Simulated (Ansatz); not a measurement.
A structure relaxed at r2SCAN-D4/def2-SVP in Ansatz, charge 0, singlet:

```xyz
48

In   -0.0859   -2.1425   -4.7032
In   -4.4554   -2.7051    0.9919
In   -0.4674   -1.4655    4.0892
In    3.6076   -0.3968   -2.7098
In    3.4495   -0.0458    2.1139
In    0.0469   -1.1525   -0.2592
In   -2.7780    1.3910   -2.3073
In   -2.2555    1.7779    1.8549
In    1.0716    2.9847   -0.3400
In    1.2733    3.0111    4.2120
As   -2.1091   -2.7420   -0.4205
As    1.4040   -1.8107   -2.4529
As   -1.4150    0.1990   -4.3635
As    1.3030   -1.5835    2.0050
As   -4.1581   -0.1742    1.9162
As   -0.7106    1.2002    3.9015
As    4.6877   -0.5923   -0.2592
As    2.6236    2.0798   -2.4145
As    2.4659    2.3792    1.8341
As   -0.9104    1.2736   -0.3867
H     0.9736   -1.9578   -6.0515
H    -1.2135   -3.4057   -4.3727
H    -5.6856   -2.6567   -0.2124
H    -4.2022   -3.7868    2.3027
H     0.3668   -1.9505    5.5172
H    -1.9094   -2.1600    3.4135
H     4.7096   -0.6271   -4.0134
H     4.6048   -0.3288    3.3630
H    -3.9555    0.2090   -1.8326
H    -3.0414    3.0193   -2.8098
H    -3.0845    3.2964    1.7890
H     0.8037    4.6668   -0.6091
H     2.3643    2.4379    5.4211
H     0.5829    4.5819    4.0375
H    -1.5504   -4.1496   -0.4555
H    -2.4377   -2.6636   -1.8959
H     1.9645   -3.1759   -2.1015
H    -2.3384    0.2769   -5.5635
H    -0.4504    1.2538   -4.8683
H     1.8532   -2.9877    1.8464
H    -4.5226   -0.2542    3.3829
H    -5.4206    0.5404    1.4815
H    -1.6611    1.5408    5.0348
H     5.2737   -1.9863   -0.1861
H     6.0139    0.1386   -0.2935
H     3.7757    3.0298   -2.6646
H     1.8892    2.3727   -3.7052
H     3.7096    3.2410    1.7437
```

Problem. Give its formula.

Solution. In₁₀As₁₀H₂₈.

Problem. Summarise the bond lengths by kind (pairs closer than 1.2 times the sum of covalent radii, bridged metal pairs left out).

Solution. 26 × As–In 2.61 to 2.74 Å; 14 × As–H 1.51 to 1.52 Å; 14 × H–In 1.72 to 1.74 Å.

In the def2 sets In takes a core potential; there is no spin–orbit coupling. Single mean-field runs in def2-SVP are fitted with def2-universal-jkfit.
